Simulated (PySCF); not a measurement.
C4H14GeSi, SMILES C[Si](C)(C)[CH2][GeH3] (GFN2-xTB optimised geometry):

```
20

C     -0.210    -1.199     1.540
Si     0.437    -0.280     0.000
C      2.346    -0.280     0.000
C     -0.211     1.512     0.000
C     -0.178    -1.176    -1.574
Ge    -2.129    -1.292    -1.722
H      0.169    -0.756     2.456
H      0.089    -2.243     1.533
H     -1.295    -1.169     1.581
H      2.744    -1.290     0.008
H      2.745     0.222    -0.875
H      2.733     0.231     0.875
H      0.130     2.057    -0.875
H      0.126     2.056     0.877
H     -1.298     1.531    -0.004
H      0.203    -0.664    -2.458
H      0.227    -2.187    -1.601
H     -2.542    -1.991    -2.986
H     -2.745    -2.057    -0.594
H     -2.785     0.053    -1.747
```

Level of theory: PBE0/def2-SVP (PySCF 2.14.0).

Q: What are the frontier orbital energies and the dipole moment?

A: HOMO-2 -8.40 eV, HOMO-1 -8.31 eV, HOMO -8.00 eV, LUMO 1.18 eV, LUMO+1 1.73 eV; dipole moment 0.92 D.

Meta-Löwdin charges at PBE0/def2-SVP: C1 -0.56, Si2 0.88, C3 -0.55, C4 -0.56, C5 -0.61, Ge6 0.35, H7 0.11, H8 0.11, H9 0.11, H10 0.11, H11 0.11, H12 0.11, H13 0.11, H14 0.11, H15 0.11, H16 0.12, H17 0.12, H18 -0.07, H19 -0.07, H20 -0.07.
